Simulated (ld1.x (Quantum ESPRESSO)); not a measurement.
**u(r) = r·R(r): atom against pseudo-atom (La)**

Columns: radius, all-electron u(r) and pseudo u(r) of the 6p shell (level -5.56 eV) of lanthanum in the configuration [Xe] 4f0 5d1 6s1 6p0; LDA (PZ), scalar-relativistic, TM scheme, ld1.x (Quantum ESPRESSO) 7.5.

```tsv
r (bohr)	all-electron	pseudo
0.216	-0.1012	0.0017
0.432	0.1155	0.0070
0.648	0.1180	0.0158
0.864	-0.0441	0.0282
1.080	-0.1862	0.0445
1.296	-0.2508	0.0648
1.512	-0.2435	0.0892
1.728	-0.1866	0.1180
1.944	-0.1017	0.1510
2.160	-0.0050	0.1882
2.376	0.0925	0.2292
2.592	0.1840	0.2730
2.808	0.2657	0.3184
3.024	0.3359	0.3636
3.240	0.3940	0.4064
3.456	0.4401	0.4446
3.672	0.4750	0.4762
3.888	0.4997	0.4998
4.104	0.5149	0.5149
4.320	0.5220	0.5220
4.536	0.5220	0.5220
4.752	0.5161	0.5161
4.968	0.5051	0.5051
5.184	0.4902	0.4902
5.400	0.4721	0.4721
5.616	0.4516	0.4516
```

**Question.** How many radial nodes do the two functions have?

**Answer.** The all-electron 6p function has n − l − 1 = 4 (the table is too coarse to show those close to the nucleus); the pseudo-wave has 0, since the states of the same l below it are removed with the core.

**Question.** At about which radius was the pseudo-wave matched?

**Answer.** 4.32 bohr. The columns agree to 0.0005 from 3.89 bohr on; several derivatives are matched, so the curves merge somewhat inside the radius.

**Question.** Where does each function peak?

**Answer.** Outermost all-electron maximum near 4.32 bohr, pseudo maximum near 4.32 bohr (to the table’s step).

**Question.** Is the pseudo-wave norm-conserving?

**Answer.** Yes: the TM scheme keeps the norm inside the radius equal to the all-electron one, which fixes the energy derivative of the logarithmic derivative at the level.
